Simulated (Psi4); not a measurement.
A dimer, C2H6 ··· COS (SMILES CC and O=C=S); the first 8 atoms form monomer A.

```
11

C      0.7628    -0.0077     0.0205
C     -0.7628     0.0077    -0.0205
H      1.1491     0.7478     0.7075
H      1.1412    -0.9773     0.3504
H      1.1884     0.1942    -0.9644
H     -1.1491    -0.7477    -0.7076
H     -1.1884    -0.1942     0.9644
H     -1.1412     0.9773    -0.3504
O      0.6309     0.8581     3.6689
C      0.4676    -0.2810     3.5635
S      0.2467    -1.8209     3.4211
```

Problem. What interaction energy does SAPT0/jun-cc-pVDZ, frozen core run with Psi4 give, and which attractive term is the largest?

Solution. Total -2.49 kJ/mol: electrostatics -3.35, exchange 9.46, induction -0.73, dispersion -7.87. The most attractive term is dispersion.
